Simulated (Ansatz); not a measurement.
Reaction (cleavage of the Si–Si bond): `C[SiH](F)[SiH2]N` + H–F → `C[SiH](F)F` + `N[SiH3]`

Isolated molecules relaxed with PBE0-D4/def2-TZVP in Ansatz; ΔE leaves out vibrations. CCSD(T)/CBS adds triple-zeta CCSD(T) − MP2 to the extrapolated MP2 energy (def2 sets, frozen cores). This one scheme is used for every species. Functionals use def2-TZVPP. Each species was taken in one conformer, which may not be the lowest.

Is it downhill or uphill in electronic energy at CCSD(T)/CBS, and by how much? (An estimate is asked.)

Ansatz gave: Downhill: ΔE = -1.78 eV.

What do these levels give: PBE-D4, BLYP-D4, r2SCANh-D4, BHLYP-D4, CAM-B3LYP-D4, B2PLYP, PBE, r2SCANh, LC-ωPBE, MP2/def2-SVP, SCS-MP2/def2-TZVPP, CCSD(T)/def2-TZVPP? (An estimate is asked.)

Computed: PBE-D4 -1.55, BLYP-D4 -1.73, r2SCANh-D4 -1.81, BHLYP-D4 -1.89, CAM-B3LYP-D4 -1.89, B2PLYP -1.90, PBE -1.62, r2SCANh -1.84, LC-ωPBE -1.78, MP2/def2-SVP -1.85, SCS-MP2/def2-TZVPP -1.92, CCSD(T)/def2-TZVPP -1.81 eV.

Largest T1 diagnostic among the species: 0.011.

In def2-TZVPP, CCSD(T) changes the Hartree–Fock value by +0.33 eV (the triples alone add +0.04 eV) and MP2 by +0.28 eV. Leaving LDA and LC-ωPBE aside and taking each functional with its dispersion term where it has one, the values, not all of them listed here, spread over 0.39 eV, from B2PLYP to revPBE-D4.
